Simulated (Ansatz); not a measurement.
Z-matrix (Å, degrees):
```
N
C 1 1.341
H 1 1.003 2 120.4
H 1 1.005 2 121.6 3 178.1
N 2 1.275 1 127.7 3 -178.1
H 2 1.090 1 115.3 3 2.1
Ge 5 2.110 2 125.0 1 178.2
H 5 1.015 2 117.6 1 2.2
O 7 1.840 5 91.0 2 -136.7
H 7 1.600 5 87.3 2 130.0
H 9 0.959 7 108.8 5 105.6
```

Total charge 0; spin multiplicity 1. The bonds changed during the relaxation, so this is another structure than the one it started from.

(1) List the B3LYP/def2-TZVPP orbital energies in eV (Ansatz 0.2.0). (Best estimate.)

## Answers

(1) Computed: Occupied: -10848.60, -1352.90, -1203.85, -1203.80, -1203.77, -518.76, -391.50, -390.26, -280.09, -167.42, -117.77, -117.65, -117.53, -31.37, -31.27, -31.16, -31.15, -31.05, -27.36, -25.12, -24.73, -18.49, -16.36, -15.73, -13.72, -12.51, -11.85, -10.81, -9.13, -8.63, -7.75, -7.06, -4.89. Lowest empty: -0.65, -0.27, 0.51, 0.81, 1.09, 2.26, 2.52, 2.95.

B3LYP here is the variant with VWN-RPA as its local correlation; programs differ in this.
